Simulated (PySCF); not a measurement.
(Z)-1-fluorobut-1-ene (C4H7F), SMILES CC/C=C\F. Coordinates come from a B3LYP-D3(BJ)/def2-SVP optimisation. Other conformers were not sampled.

Q: Give the equilibrium geometry at B3LYP-D3(BJ)/def2-SVP (PySCF confirms it by a frequency run) as bond lengths and angles. (The exact figures need the calculation; the answer reports its results.)

A: One answer among several that fit: 
Atoms: C1 C2 C3 C4 F5 H6 H7 H8 H9 H10 H11 H12. Bond lengths (Å): C1–C2 1.534, C1–H6 1.101, C1–H7 1.101, C1–H8 1.103, C2–C3 1.502, C2–H9 1.105, C2–H10 1.101, C3–C4 1.331, C3–H11 1.095, C4–F5 1.344, C4–H12 1.094. Angles (°): C2–C1–H6 111.1, C2–C1–H7 111.0, C2–C1–H8 111.3, H6–C1–H7 108.1, H6–C1–H8 107.7, H7–C1–H8 107.6, C1–C2–C3 112.9, C1–C2–H9 109.0, C1–C2–H10 110.1, C3–C2–H9 108.9, C3–C2–H10 109.3, H9–C2–H10 106.5, C2–C3–C4 125.4, C2–C3–H11 118.3, C4–C3–H11 116.3, C3–C4–F5 122.6, C3–C4–H12 125.2, F5–C4–H12 112.3.
Charge 0, spin multiplicity 1.
